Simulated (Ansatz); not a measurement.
Isolated molecules relaxed with PBE0-D4/def2-TZVP in Ansatz; ΔE leaves out vibrations. CCSD(T)/CBS is the MP2 limit (def2-TZVPP, def2-QZVPP) plus CCSD(T) − MP2 in def2-TZVPP, frozen cores. Each species was taken in one conformer, which may not be the lowest.

`C[S][AlH][OH]` + `C#COCCS` → `C#CO[CH2][AlH][OH]` + `CSCS`  (formal exchange of groups at the Al–S bond)

```tsv
species	MP2/def2-QZVPP energy (Eh)
`C[S][AlH][OH]`	-756.01067
`C#COCCS`	-628.51341
`C#CO[CH2][AlH][OH]`	-509.35279
`CSCS`	-875.12822
```

Question: Work out ΔE.

Answer: ΔE = (-509.35279) + (-875.12822) − (-756.01067) − (-628.51341) = 0.04307 Eh = +1.17 eV. CCSD(T)/CBS gives +1.17 eV.

Largest T1 diagnostic among the species: 0.014.

In def2-TZVPP, CCSD(T) changes the Hartree–Fock value by −0.29 eV (the triples alone add −0.06 eV) and MP2 by −0.29 eV. The D4 term adds −0.08 eV with B3LYP and −0.04 eV with PBE0; it sums over pairs of atoms, weighted by their polarisabilities, and B3LYP, whose exchange is more repulsive, gets the larger term.

B3LYP here is the variant with VWN-RPA as its local correlation; programs differ in this.
